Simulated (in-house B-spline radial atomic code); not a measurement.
Results of a calculation; reference values are marked as such.
**C6 from the polarisability at imaginary frequency: Mg2+**

PBE linear response of the closed shell [He] 2s2 2p6, from an all-electron radial atomic-structure program (B-spline basis); scalar-relativistic (spin-free one-electron X2C), finite nucleus, no spin-orbit coupling.

The dispersion coefficient of two like species is C6 = (3/π) ∫ α(iu)² du from 0 to ∞.

```
u (hartree)  α(iu) (bohr³)
          0         0.5134
      0.156         0.5117
      0.364         0.5046
      0.624         0.4887
       1.04         0.4519
       1.56         0.3975
       2.34         0.3192
       3.64         0.2211
        5.2         0.1488
       7.79        0.08632
         13        0.03864
         26        0.01145
```

Question: Fit one oscillator, α(iu) = α(0)/(1 + u²/ω²), through u = 5.2 and estimate C6.

Answer: From α(0)/α(iu) − 1 = 0.5134/0.1488 − 1 = 2.4503, ω = u/√2.4503 = 3.3220 hartree (90.4 eV). London's formula gives C6 = (3/4) α(0)² ω = 0.75 × 0.5134² × 3.3220 = 0.6567 hartree·bohr⁶, and the oscillator holds f = α(0) ω² = 5.67 electrons, of a sum of oscillator strengths of 10.0.

Question: How does that compare with the full integral?

Answer: The program's quadrature over all excitations gives C6 = 0.6223, so the single oscillator is off by +5.5 %. At the last point the fit gives α = 0.00825 against 0.0115: higher excitations, and deeper shells where there are any, keep the true curve higher at large u.
